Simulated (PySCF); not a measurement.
CH5NO2Si2, SMILES N#CO[Si@@H]([SiH3])O. Coordinates come from a PBE0-D3(BJ)/def2-SVP optimisation. The structure was generated by enumeration; whether it is a known compound was not checked. The values are those of a single conformer.

Computed equilibrium geometry at PBE0-D3(BJ)/def2-SVP (PySCF confirms it by a frequency run) as bond lengths and angles (one conformer of several):
Atoms: N1 C2 O3 Si4 O5 Si6 H7 H8 H9 H10 H11. Bonds (Å): N1–C2 1.163, C2–O3 1.277, O3–Si4 1.735, Si4–O5 1.650, Si4–Si6 2.348, Si4–H7 1.478, O5–H8 0.963, Si6–H9 1.492, Si6–H10 1.494, Si6–H11 1.493. Bond angles (°): N1–C2–O3 179.8, C2–O3–Si4 123.5, O3–Si4–O5 109.6, O3–Si4–Si6 107.3, O3–Si4–H7 102.0, O5–Si4–Si6 112.5, O5–Si4–H7 107.1, Si6–Si4–H7 117.7, Si4–O5–H8 118.6, Si4–Si6–H9 110.1, Si4–Si6–H10 108.0, Si4–Si6–H11 108.8, H9–Si6–H10 110.1, H9–Si6–H11 110.4, H10–Si6–H11 109.4.
